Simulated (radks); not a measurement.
The numbers below are computed, except where a source is named.
Ionisation of Pm, [Xe] 4f5 6s2, to Pm+, [Xe] 4f5 6s1, under several functionals. Scalar-relativistic Kohn-Sham, spin-polarised, spherical densities, point nucleus; open shells are filled with parallel spins first (spin-orbit coupling, left out, can overturn this in heavy ions); a radial shooting solver on a logarithmic mesh with Libxc functionals.

| functional | E(Pm) (hartree) | Exc (hartree) | IE (eV) | -e(HOMO) (eV) | <r> HOMO (bohr) | IE error (eV) |
|---|---|---|---|---|---|---|
| LDA (Slater exchange, Perdew-Wang correlation) | -10013.6579 | -221.7362 | 5.729 | 3.302 | 1.042 | +0.147 |
| exchange-only PBE | -10017.3522 | -225.3993 | 4.898 | 2.254 | 1.049 | -0.684 |
| LDA (Slater exchange, VWN5 correlation) | -10013.6829 | -221.7617 | 5.722 | 3.308 | 1.041 | +0.140 |
| AM05 | -10013.9376 | -222.0204 | 5.435 | 3.213 | 1.040 | -0.147 |
| RPBE | -10021.1102 | -229.2179 | 5.473 | 3.158 | 1.041 | -0.109 |
| OLYP | -10024.4261 | -232.7045 | 5.336 | 3.118 | 4.561 | -0.246 |
| exchange-only LDA | -10007.6882 | -215.6861 | 4.664 | 2.173 | 1.050 | -0.918 |

NIST Atomic Spectra Database: 5.582 eV (measured). Closest: RPBE. The Delta-SCF values span 1.07 eV, the total energies 16.74 hartree. The highest occupied level is 4f. Open shells are spherical and high-spin; term and fine-structure splittings are not resolved. Spin-orbit splitting is averaged out at the scalar-relativistic level.
